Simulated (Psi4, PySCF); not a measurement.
PySCF was given this input:
```python
from pyscf import gto, scf, cc

mol = gto.M(
    atom='''
C     0.000000    0.000000    0.000000
''',
    basis='aug-cc-pvdz',
    charge=0,
    spin=2,
    verbose=4,
)

mf = scf.UHF(mol)
mf.kernel()

mycc = cc.CCSD(mf, frozen=1)
mycc.kernel()
et = mycc.ccsd_t()
print('E(CCSD(T)) = %.10f' % (mycc.e_tot + et))
```

### Question
Write the same job for Psi4.

### Answer
One answer among several that fit: 
```
memory 2 GB

molecule mol {
0 3
C     0.000000    0.000000    0.000000
}

set {
  basis aug-cc-pvdz
  reference uhf
  freeze_core true
  mp2_type conv
  scf_type pk
  puream true
  d_convergence 1e-8
}

energy('ccsd(t)')
print_variables()
```

Both were run: PySCF gave -37.764866 Eh and Psi4 -37.764866 Eh, 0.000 mEh apart.
